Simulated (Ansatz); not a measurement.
```xyz
10

B    -0.3330    1.3925   -1.3673
Ge   -0.8472    0.3987    0.3387
Si    0.8584   -1.2469    0.6788
H    -0.6882    0.9920   -2.4350
H     0.3962    2.3373   -1.3215
H    -2.1856   -0.3579    0.2506
H    -0.8710    1.2828    1.5995
H     0.5838   -2.0131    1.9229
H     0.8982   -2.1920   -0.4684
H     2.1884   -0.5934    0.8017
```

Charge 0, multiplicity 1.

(1) List the PBE0/def2-TZVPP orbital energies in eV (Ansatz 0.2.0). (Best estimate.)

## Answers

(1) Computed: Occupied: -10859.57, -1802.66, -1357.89, -1207.70, -1207.69, -1207.68, -185.37, -170.58, -145.02, -120.39, -120.37, -120.33, -99.68, -99.66, -99.66, -33.21, -33.21, -33.16, -33.14, -33.13, -16.31, -14.67, -13.35, -10.52, -10.02, -9.93, -9.16, -8.71, -7.88. Lowest empty: -2.43, 0.44, 0.62, 0.91, 1.47, 1.68, 1.75, 2.13.
